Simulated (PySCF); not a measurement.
Al(H)(Me)(SMe) (C₂H₇AlS), SMILES [CH3][AlH][S]C.

Coordinates come from a PBE-D3(BJ)/def2-SVP optimisation. The structure was generated by enumeration; whether it is a known compound was not checked. The values are those of a single conformer.

Two levels are set side by side: PBE/def2-TZVP (PySCF) and CAM-B3LYP/def2-TZVP (PySCF). Same geometry, gas phase. Differences are taken from unrounded values.

```tsv
quantity	PBE
orbital gap (eV)	4.27
highest occupied level (eV)	-5.87
lowest empty level (eV)	-1.60
dipole moment (D)	0.84
mean polarisability (bohr³)	77.0
```

**Question.** These are the PBE values. What does CAM-B3LYP give? (Estimate from the structure and the level; the computed values follow.)

**Answer.** 
| quantity | CAM-B3LYP | PBE minus CAM-B3LYP |
|---|---|---|
| orbital gap (eV) | 8.36 | -4.09 |
| highest occupied level (eV) | -8.29 | 2.43 |
| lowest empty level (eV) | 0.06 | -1.66 |
| dipole moment (D) | 1.01 | -0.17 |
| mean polarisability (bohr³) | 72.9 | 4.1 |

Without exact exchange PBE keeps part of each electron's self-repulsion, which lifts occupied levels and narrows the gap. Loosely held outer electrons make PBE densities more polarisable. Differences between two approximate levels are no errors against the true value.

Rough cost on one machine, each run with all the roots and properties that it gave: CAM-B3LYP against PBE within a factor of 2.
